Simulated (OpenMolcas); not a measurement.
**Tb IV: the spin-orbit constant, worked from levels**

- Program: OpenMolcas 26.06
- Basis: ANO-R2 [8s6p4d3f1g]
- Scalar Hamiltonian: X2C, finite nucleus
- Active space: 8 electrons in 7 orbitals (4f)
- State averaging: 2S+1 = 7 even, 7 roots; 2S+1 = 5 even, 140 roots (105 in the spin-orbit step); 2S+1 = 3 even, 259 roots kept (CI in the orbitals of an earlier block, 141 in the spin-orbit step); 2S+1 = 1 even, 121 roots kept (CI in the orbitals of an earlier block, 47 in the spin-orbit step)
- Spin-orbit coupling: state interaction with AMFI integrals over the reference wave functions, term energies averaged over their components

Methods: CASSCF; MS-CASPT2, IPEA 0.25 Eh, imaginary shift 0.1 Eh (closed shells correlated: 5s 5p). Measured levels: Martin, Zalubas and Hagan, Atomic Energy Levels: The Rare-Earth Elements, NSRDS-NBS 60 (1978).

**The spin-orbit constant.** For the Hund term ⁷F of f8, E(J) = (A/2) J(J+1) + constant and ζ = -2S·A = -6A. From J = 0 to J = 6 the energy changes by 21 A.

```
   Source  E(6) - E(0)       A     ζ
   CASSCF      -5944.7  -283.1  1698
MS-CASPT2      -5890.8  -280.5  1683
 measured      -5653.8  -269.2  1615
```

All in cm-1. MS-CASPT2 is off by +4.2 % and CASSCF by +5.1 %. Both methods take the spin-orbit matrix elements from the reference wave functions, so the second can move ζ only through the term energies and any multistate remixing. Second-order mixing with other terms is absorbed into this ζ.

CASPT2 does not keep the components of a term degenerate, so their means are used; among the terms shown or strongly mixed into the levels shown the widest spread is 46 cm-1 (4f⁸ ⁷F, MS-CASPT2). High states are left out of the spin-orbit mixing, which shifts the levels that they would mix with. Without dynamic correlation excited terms often stand tens of per cent too high (terms of higher spin than the ground term too low), and those without a measured partner can miss by more than the paired ones (holds for CASSCF). Blocks of more than 70 roots (2S+1 = 5 even, 3 even) ran without multistate coupling (holds for MS-CASPT2). Measured partners are found by configuration, term and J. A level has none where our copy of the source lacks it or the pairing is in doubt (some pairs that miss far off the trend of their configuration count as doubtful), and it then counts in no deviation. Levels of configurations outside the active space are missing.
